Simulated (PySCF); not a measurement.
C₃H₆BNO, SMILES C#CB(O)NC. Atoms are numbered in the order given.

```xyz
12

C      1.2636     2.1147     0.0000
C      0.4536     1.2064     0.0000
B     -0.6102     0.0783     0.0000
O     -1.9492     0.3775     0.0000
N     -0.2288    -1.2706     0.0000
C      1.1022    -1.8120     0.0000
H      1.9817     2.9150     0.0000
H     -2.1052     1.3251     0.0000
H     -0.9777    -1.9543     0.0000
H      1.2997    -2.4338    -0.8908
H      1.2997    -2.4338     0.8908
H      1.8317    -0.9903     0.0000
```

The structure is a stationary point at PBE0-D3(BJ)/def2-SVP. The structure was generated by enumeration, and PubChem lists no compound with its InChIKey, so it may never have been made. One conformer was computed; it need not be the lowest.

These are PBE0/pcSseg-1 in PySCF values and carry that method's errors.

GIAO shieldings, no solvent; atoms alike by connectivity are averaged. δ = σ(ref) − σ: ¹³C against TMS (σ = 186.3 ppm); ¹¹B against BF3 (σ = 88.8 ppm); ¹⁷O against H2O (σ = 334.2 ppm); ¹⁵N against NH3 (σ = 267.4 ppm); ¹H against TMS (σ = 31.56 ppm), references at their B3LYP-D3(BJ)/def2-TZVP geometries, non-relativistic.

**Question.** Estimate the chemical shifts. (Estimate from the structure and the level; the computed values follow.)

**Answer.** 
```json
[
 {"nucleus": "¹³C", "atoms": "C1", "count": "1", "δ (ppm)": "99.5"},
 {"nucleus": "¹³C", "atoms": "C2", "count": "1", "δ (ppm)": "89.7"},
 {"nucleus": "¹³C", "atoms": "C6", "count": "1", "δ (ppm)": "33.5"},
 {"nucleus": "¹¹B", "atoms": "B3", "count": "1", "δ (ppm)": "8.9"},
 {"nucleus": "¹⁷O", "atoms": "O4", "count": "1", "δ (ppm)": "116.7"},
 {"nucleus": "¹⁵N", "atoms": "N5", "count": "1", "δ (ppm)": "91.5"},
 {"nucleus": "¹H", "atoms": "H8", "count": "1", "δ (ppm)": "3.64"},
 {"nucleus": "¹H", "atoms": "H10, H11, H12", "count": "3", "δ (ppm)": "3.19"},
 {"nucleus": "¹H", "atoms": "H9", "count": "1", "δ (ppm)": "2.96"},
 {"nucleus": "¹H", "atoms": "H7", "count": "1", "δ (ppm)": "2.70"}
]
```
